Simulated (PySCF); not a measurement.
C$_{5}$H$_{4}$, SMILES `C#CC#CC` (charge 0, multiplicity 1)

All values below come from PBE0-D3(BJ)/def2-TZVP (PySCF).

The HOMO comes out as -7.16 eV and the dipole moment is 1.35 D. The HOMO–LUMO gap comes out as 6.73 eV, the LUMO comes out as -0.44 eV and the total energy is -192.6412 Ha. The cost is around 40 core-seconds (rough).

```xyz
9

C      2.9829    -0.7078    -0.9671
C      1.8487    -0.4387    -0.6590
C      0.5664    -0.1344    -0.3107
C     -0.5694     0.1351    -0.0023
C     -1.9287     0.4577     0.3669
H      3.9838    -0.9454    -1.2389
H     -2.5371    -0.4475     0.4399
H     -1.9589     0.9654     1.3344
H     -2.3877     1.1156    -0.3756
```
